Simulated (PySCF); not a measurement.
NMR problem set

PySCF 2.14 calculation with σ from GIAO-PBE0/pcSseg-1 and GFN2-xTB structure; one computed conformer, non-relativistic, fast rotation and ring inversion assumed for equivalent nuclei, in vacuum.

Shifts are taken against calculated references (same method and geometry level): TMS for 1H (31.72 ppm) and 13C (186.93 ppm). Where no couplings were computed, multiplicities follow the n + 1 count of equivalent neighbours, and m marks all less simple cases (inequivalent or close neighbours, rings, F or P nearby). Shifts are as computed. Against solution values, carbons near 30 ppm lie about +3 ppm off and those near 130 ppm about +5 ppm; carbons on Cl a further +6 ppm. Of 1309 compounds with measured shifts, 239 miss one by over three times the rms of a fit or turn the order of signals round; such compounds aren't used in these exercises. Carbons bonded to Cl come out too deshielded. OH and NH positions are gas-phase values without hydrogen bonding to other molecules.

Task: C4H6O2Si. 1H NMR (300 MHz, computed): δ 5.04 (t, 2H), 3.36 (br s, 1H), 2.91 (s, 1H), 2.64 (t, 2H). 13C{1H} NMR (computed): δ 194.2, 88.3, 86.3, 42.6. What is it?

Result: SMILES C#CC(=O)C[SiH2]O. Rings plus π bonds: 3 (no ring in the answer). 4 carbon signals for 4 carbons: no two carbons are equivalent. Carbon types of the structure: 2 × C, 1 × CH, 1 × CH2, leaving 3 H on heteroatoms. δC 194.2: carbonyl carbon of an ynone. δC 88.3: terminal alkyne carbon; sp carbons lie upfield of alkene carbons because the cylindrical π system leaves one tensor component strongly shielded. δC 86.3: alkyne carbon; the triple bond shields along its axis, which puts it between sp3 and sp2 carbons. δC 42.6: sp3 CH2 bonded to Si, α to a carbonyl; the adjacent C=O deshields it moderately.

The shifts were computed for this structure.

Task: C7H11ClSi2. 1H NMR (600 MHz, computed): δ 7.55 (m, 1H), 7.31 (d, 1H), 7.18 (m, 1H), 4.62 (m, 1H), 4.60 (m, 1H), 4.21 (m, 1H), 0.75 (m, 1H), 0.72 (m, 1H), 0.34 (m, 1H), 0.33 (m, 1H), -0.25 (m, 1H). 13C{1H} NMR (computed): δ 157.0 (CH), 156.5 (C), 151.4 (CH), 147.9 (CH), 3.1 (CH2), 3.0 (CH2), -1.5 (CH). Identify the compound.

Result: SMILES ClC1=C[Si@@H](C2CC2)C=C[SiH2]1. The formula gives 4 degrees of unsaturation (2 rings in the answer). 7 carbon signals for 7 carbons: no two carbons are equivalent. Carbon types of the structure: 1 × C, 4 × CH, 2 × CH2, leaving 3 H on heteroatoms. δC 157.0, 151.4, 147.9: alkene CH; the olefinic region. δC 156.5: fully substituted alkene carbon; as expected for a trigonal carbon in a double bond. δC 3.1, 3.0, -1.5: three-membered-ring carbon; carbons of three-membered rings are unusually shielded. δH 7.55, 7.31, 7.18: hydrogen on an alkene CH; olefinic region.

This is the structure that produced the data.
